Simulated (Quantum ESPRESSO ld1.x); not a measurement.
Species: Ce I. Configuration: [Xe] 4f1 5d1 6s2.

All-electron calculation, Dirac Kohn-Sham, PBE, spin-unpolarised, spherical densities, point nucleus; open shells fill j = l - 1/2 first. Program: ld1.x of Quantum ESPRESSO 7.5.

Energy parts (eV):
part                   energy
total                 -241234
kinetic                258833
electron-nucleus      -587612
Hartree                 93260
exchange-correlation    -5716

Orbitals (lengths in bohr, moments of r in powers of bohr):
[
 {"orbital": "1s1/2", "occ.": "2", "eigenvalue (eV)": "-40235.9", "<r^4>": "1.775e-06", "<1/r>": "63.36"},
 {"orbital": "2s1/2", "occ.": "2", "eigenvalue (eV)": "-6439.48", "<r^4>": "0.0002922", "<1/r>": "14.93"},
 {"orbital": "2p1/2", "occ.": "2", "eigenvalue (eV)": "-6079.44", "<r^4>": "0.0001839", "<1/r>": "14.91"},
 {"orbital": "2p3/2", "occ.": "4", "eigenvalue (eV)": "-5632.84", "<r^4>": "0.0002293", "<1/r>": "13.51"},
 {"orbital": "3s1/2", "occ.": "2", "eigenvalue (eV)": "-1386.54", "<r^4>": "0.01191", "<1/r>": "5.389"},
 {"orbital": "3p1/2", "occ.": "2", "eigenvalue (eV)": "-1234.16", "<r^4>": "0.01109", "<1/r>": "5.302"},
 {"orbital": "3p3/2", "occ.": "4", "eigenvalue (eV)": "-1146.39", "<r^4>": "0.01311", "<1/r>": "4.952"},
 {"orbital": "3d3/2", "occ.": "4", "eigenvalue (eV)": "-880.134", "<r^4>": "0.01004", "<1/r>": "4.816"},
 {"orbital": "3d5/2", "occ.": "6", "eigenvalue (eV)": "-861.289", "<r^4>": "0.01057", "<1/r>": "4.728"},
 {"orbital": "4s1/2", "occ.": "2", "eigenvalue (eV)": "-280.481", "<r^4>": "0.3055", "<1/r>": "2.233"},
 {"orbital": "4p1/2", "occ.": "2", "eigenvalue (eV)": "-223.896", "<r^4>": "0.3586", "<1/r>": "2.129"},
 {"orbital": "4p3/2", "occ.": "4", "eigenvalue (eV)": "-205.049", "<r^4>": "0.4215", "<1/r>": "2.014"},
 {"orbital": "4d3/2", "occ.": "4", "eigenvalue (eV)": "-112.192", "<r^4>": "0.6526", "<1/r>": "1.796"},
 {"orbital": "4d5/2", "occ.": "6", "eigenvalue (eV)": "-108.891", "<r^4>": "0.6874", "<1/r>": "1.768"},
 {"orbital": "4f5/2", "occ.": "1", "eigenvalue (eV)": "-5.4722", "<r^4>": "7.857", "<1/r>": "1.213"},
 {"orbital": "4f7/2", "occ.": "0", "eigenvalue (eV)": "-5.1410", "<r^4>": "8.395", "<1/r>": "1.202"},
 {"orbital": "5s1/2", "occ.": "2", "eigenvalue (eV)": "-40.4666", "<r^4>": "9.878", "<1/r>": "0.8757"},
 {"orbital": "5p1/2", "occ.": "2", "eigenvalue (eV)": "-25.0633", "<r^4>": "16.68", "<1/r>": "0.7727"},
 {"orbital": "5p3/2", "occ.": "4", "eigenvalue (eV)": "-22.3217", "<r^4>": "20.27", "<1/r>": "0.7318"},
 {"orbital": "5d3/2", "occ.": "1", "eigenvalue (eV)": "-3.1440", "<r^4>": "216.2", "<1/r>": "0.4542"},
 {"orbital": "5d5/2", "occ.": "0", "eigenvalue (eV)": "-2.9433", "<r^4>": "240.6", "<1/r>": "0.4432"},
 {"orbital": "6s1/2", "occ.": "2", "eigenvalue (eV)": "-3.7281", "<r^4>": "719.0", "<1/r>": "0.2888"}
]

The highest occupied level is 5d3/2 at -3.144 eV. The configuration is held as typed, so some empty levels lie below it. The density falls to 0.001 e/bohr^3 at r = 5.44 bohr. For comparison, the ionisation energy in NIST's Atomic Spectra Database is 5.539 eV (measured). In exact Kohn-Sham theory the highest level is minus the ionisation energy, but local and semilocal functionals leave it too shallow, through self-interaction and a potential that decays too fast; potentials with the right tail come closer.

Beside tabulated values, note that spin-unpolarised runs miss the spin-polarisation part of the exchange energy of open shells.
